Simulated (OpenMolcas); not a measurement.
## Ar IV: Slater's ratio, worked from levels

```yaml
Program: OpenMolcas 26.06
Basis: ANO-L-VTZP [5s4p2d1f]
Scalar_Hamiltonian: non-relativistic, point nucleus
Active_space: 3 electrons in 3 orbitals (3p)
State_averaging: 2S+1 = 4 odd, 1 root; 2S+1 = 2 odd, 8 roots
Spin-orbit_coupling: RASSI with atomic mean-field integrals over the reference wave functions, term energies averaged over their components
```

Methods: CASSCF; SS-CASPT2, IPEA 0.25 Eh, imaginary shift 0.1 Eh (closed shells correlated: 2s 2p 3s). Measured levels: Saloman, J. Phys. Chem. Ref. Data 39, 033101 (2010).

**Slater's ratio.** With one set of orbitals, p3 has ²D° - ⁴S° = 9 F2 and ²P° - ²D° = 6 F2 (F2 = F²/25), a ratio of 2/3. Term energies are centres of gravity, weighted by 2J + 1.

```csv
Source,²D° - ⁴S°,²P° - ⁴S°,F2 from the first,Ratio
CASSCF,26266,43751,2918,0.666
SS-CASPT2,22375,37560,2486,0.679
measured,21168,34973,2352,0.652
```

Energies in cm-1. A ratio away from 2/3 shows effects beyond one configuration with one set of orbitals, and in heavier atoms second-order spin-orbit shifts.

CASPT2 breaks the degeneracy within a term, and the mean is taken; among the terms shown or strongly mixed into the levels shown the widest spread is 400 cm-1 (3s² 3p³ ²D°, SS-CASPT2). With the s shell closed, the reference lacks s² → p² mixing. Computed and measured levels are paired by configuration, term and J; levels that our copy of the source lacks, or whose pairing is in doubt (as where it misses far off the trend of its configuration), stay unpaired and out of the deviations. Only configurations of the active space appear.

° marks odd parity.
